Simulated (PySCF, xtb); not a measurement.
AlF4, SMILES [F][Al-]([F])([F])[F], charge -1.

GFN2-xTB (xtb) at its own geometry gives an orbital gap of 12.53 eV.

Geometry optimised at PBE-D3(BJ)/def2-SVPD. The isomer is the one that the SMILES or the coordinates give; other isomers of the formula were not compared.

What does PBE/def2-SVPD in PySCF give? (Estimate from the structure and the level; the computed values follow.)

gap 6.91 eV (levels -3.56 and 3.35 eV).
